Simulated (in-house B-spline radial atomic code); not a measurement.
Cl⁵⁺. Computed with a B-spline radial atomic code. Model: all-electron spherical atom, spin shells full or empty, radial basis limit, no spin-orbit coupling: exact exchange with a local potential (Slater, KLI or optimised effective potential, whose far tail is KLI's), no correlation.

The run also made RPA and GW results, which its time includes.

The Slater potential averages the orbital exchange potentials with the orbital densities as weights, KLI adds orbital constants, and the optimised effective potential minimises the exact-exchange energy among local potentials. So their energies lie above Hartree-Fock in the order OEP, KLI, Slater. All fall off as −1/r, unlike LDA and GGA exchange.

Command:
```bash
python run_gw.py task.json out
```
Settings (nuclear radius in fm, other lengths in bohr, energies in hartree):
```
Z                      17
electrons              12
configuration          [Ne] 3s2
hamiltonian            x2c
method                 slater
lmax                   9
rms_radius             3.3654
spin_polarised         False
box_radius             10.43
intervals              101
ion_configuration      [Ne] 3s1
```

Cost of the run: 6.2 s on 1 thread of AMD EPYC 7R43 64-Core Processor (Zen 3), on a shared host.

Given: hamiltonian one-electron scalar X2C; mean-field start Slater potential.

Computed: energy above Hartree-Fock 80.731 millihartree.

```json
{"radius (bohr)": "0.00294", "r times exchange potential (hartree bohr)": "-0.051224"}
{"radius (bohr)": "0.00355", "r times exchange potential (hartree bohr)": "-0.061804"}
{"radius (bohr)": "0.00429", "r times exchange potential (hartree bohr)": "-0.074598"}
{"radius (bohr)": "0.00519", "r times exchange potential (hartree bohr)": "-0.090096"}
{"radius (bohr)": "0.00627", "r times exchange potential (hartree bohr)": "-0.10859"}
{"radius (bohr)": "0.00758", "r times exchange potential (hartree bohr)": "-0.13085"}
{"radius (bohr)": "0.00915", "r times exchange potential (hartree bohr)": "-0.15723"}
{"radius (bohr)": "0.0111", "r times exchange potential (hartree bohr)": "-0.1895"}
{"radius (bohr)": "0.0134", "r times exchange potential (hartree bohr)": "-0.22677"}
{"radius (bohr)": "0.0162", "r times exchange potential (hartree bohr)": "-0.27084"}
{"radius (bohr)": "0.0195", "r times exchange potential (hartree bohr)": "-0.3208"}
{"radius (bohr)": "0.0236", "r times exchange potential (hartree bohr)": "-0.37968"}
{"radius (bohr)": "0.0285", "r times exchange potential (hartree bohr)": "?"}
{"radius (bohr)": "0.0344", "r times exchange potential (hartree bohr)": "-0.51703"}
{"radius (bohr)": "0.0416", "r times exchange potential (hartree bohr)": "-0.59429"}
{"radius (bohr)": "0.0503", "r times exchange potential (hartree bohr)": "-0.67318"}
{"radius (bohr)": "0.0607", "r times exchange potential (hartree bohr)": "-0.74837"}
{"radius (bohr)": "0.0734", "r times exchange potential (hartree bohr)": "-0.81509"}
{"radius (bohr)": "0.0887", "r times exchange potential (hartree bohr)": "-0.86355"}
{"radius (bohr)": "0.107", "r times exchange potential (hartree bohr)": "-0.8835"}
{"radius (bohr)": "0.129", "r times exchange potential (hartree bohr)": "-0.87176"}
{"radius (bohr)": "0.156", "r times exchange potential (hartree bohr)": "-0.8532"}
{"radius (bohr)": "0.189", "r times exchange potential (hartree bohr)": "-0.88409"}
{"radius (bohr)": "0.228", "r times exchange potential (hartree bohr)": "-0.98236"}
{"radius (bohr)": "0.276", "r times exchange potential (hartree bohr)": "-1.1201"}
{"radius (bohr)": "0.334", "r times exchange potential (hartree bohr)": "-1.2552"}
{"radius (bohr)": "0.403", "r times exchange potential (hartree bohr)": "-1.3559"}
{"radius (bohr)": "0.487", "r times exchange potential (hartree bohr)": "-1.4056"}
{"radius (bohr)": "0.588", "r times exchange potential (hartree bohr)": "?"}
{"radius (bohr)": "0.711", "r times exchange potential (hartree bohr)": "-1.2697"}
{"radius (bohr)": "0.859", "r times exchange potential (hartree bohr)": "-1.0488"}
{"radius (bohr)": "1.04", "r times exchange potential (hartree bohr)": "-0.91743"}
{"radius (bohr)": "1.25", "r times exchange potential (hartree bohr)": "-0.92472"}
{"radius (bohr)": "1.52", "r times exchange potential (hartree bohr)": "-0.96354"}
{"radius (bohr)": "1.83", "r times exchange potential (hartree bohr)": "-0.98737"}
{"radius (bohr)": "2.21", "r times exchange potential (hartree bohr)": "-0.9971"}
{"radius (bohr)": "2.67", "r times exchange potential (hartree bohr)": "-0.99961"}
```

Question: What belongs in the row 0.0285?

Answer: r times exchange potential (hartree bohr): -0.44522.

Question: What belongs in the row 0.588?

Answer: r times exchange potential (hartree bohr): -1.3886.

```tsv
occupied	level (hartree)	Hartree-Fock level (hartree)
1s	-107.23	-108.51
2s	-13.428	-13.769
2p	?	?
3s	-3.6227	-3.497
```

Question: What belongs in the row 2p?

Answer: level (hartree): -11.234; Hartree-Fock level (hartree): -11.161.

| empty | level (hartree) |
| --- | --- |
| 3p | -3.0824 |
| 3d | -2.3285 |
| 4s | ? |
| 4p | -1.5174 |

Question: What belongs in the row 4s?

Answer: level (hartree): -1.7026.

The highest level, 3s, differs from Hartree-Fock by -3.4 eV and the deepest, 1s, by +34.6 eV: the Slater potential lacks the response part and is deeper than the optimised one throughout, so the top level comes too deep.
